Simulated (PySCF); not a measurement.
# Mayer bond orders and bond lengths

Compound: C5H8FNO.
Atom-mapped SMILES: `[CH3:1][C:2](=[O:3])[NH:4]/[C:5]([CH3:6])=[CH:7]\[F:8]` (hydrogens: H9, H10, H11 on C1; H12 on N4; H13, H14, H15 on C6; H16 on C7)

Geometry (GFN2-xTB, Å), atoms numbered from 1 in this order:
```xyz
16
C5H8FNO angstrom
C      2.6197   -0.0266   -0.1063
C      1.2292   -0.5099    0.2496
O      1.0118   -1.5220    0.8717
N      0.2618    0.3365   -0.2174
C     -1.1238    0.2386   -0.0924
C     -1.7090   -0.9238    0.6357
C     -1.8939    1.1851   -0.6268
F     -1.3514    2.2425   -1.2889
H      2.7238    0.0571   -1.1861
H      3.3512   -0.7349    0.2708
H      2.8034    0.9486    0.3400
H      0.5727    1.1547   -0.7254
H     -1.4071   -1.8537    0.1588
H     -2.7926   -0.8529    0.6454
H     -1.3360   -0.9525    1.6572
H     -2.9674    1.2221   -0.5972
```

Bond orders from the PBE0/pcSseg-1 density (PySCF). The structure is a single GFN2-xTB conformer in the gas phase; no vibrational or solvent corrections.

Question: How far do the computed orders between heavy atoms stray from the drawn ones?

Answer: The largest departure is 0.199, at C5–C7 (drawn double, 1.801).

Question: Set the Mayer orders of the bonds beside their lengths.

Answer: 
```json
{"bond": "C1–C2", "drawn as": "single", "length (Å)": "1.515", "Mayer order": "0.995"}
{"bond": "C2–O3", "drawn as": "double", "length (Å)": "1.208", "Mayer order": "1.953"}
{"bond": "C2–N4", "drawn as": "single", "length (Å)": "1.368", "Mayer order": "1.093"}
{"bond": "N4–C5", "drawn as": "single", "length (Å)": "1.395", "Mayer order": "1.038"}
{"bond": "C5–C6", "drawn as": "single", "length (Å)": "1.491", "Mayer order": "1.070"}
{"bond": "C5–C7", "drawn as": "double", "length (Å)": "1.332", "Mayer order": "1.801"}
{"bond": "C7–F8", "drawn as": "single", "length (Å)": "1.360", "Mayer order": "0.907"}
{"bond": "C1–H9", "drawn as": "single", "length (Å)": "1.088", "Mayer order": "0.950"}
{"bond": "C1–H10", "drawn as": "single", "length (Å)": "1.086", "Mayer order": "0.961"}
{"bond": "C1–H11", "drawn as": "single", "length (Å)": "1.088", "Mayer order": "0.949"}
{"bond": "N4–H12", "drawn as": "single", "length (Å)": "1.012", "Mayer order": "0.907"}
{"bond": "C6–H13", "drawn as": "single", "length (Å)": "1.088", "Mayer order": "0.933"}
{"bond": "C6–H14", "drawn as": "single", "length (Å)": "1.086", "Mayer order": "0.942"}
{"bond": "C6–H15", "drawn as": "single", "length (Å)": "1.088", "Mayer order": "0.932"}
{"bond": "C7–H16", "drawn as": "single", "length (Å)": "1.075", "Mayer order": "0.979"}
```

By pair of heavy elements: C–C: lowest C1–C2 (0.995, 1.515 Å), highest C5–C7 (1.801, 1.332 Å). C–N: lowest N4–C5 (1.038, 1.395 Å), highest C2–N4 (1.093, 1.368 Å).

Question: Sum the orders of all bonds at each heavy atom with more than one neighbour and set the sums beside the valence in the SMILES.

Answer: C1 3.855 (drawn 4), C2 4.041 (drawn 4), N4 3.038 (drawn 3), C5 3.909 (drawn 4), C6 3.877 (drawn 4), C7 3.687 (drawn 4). Orders between atoms that aren't bonded are not in these sums.

Mayer orders depend on the basis set.
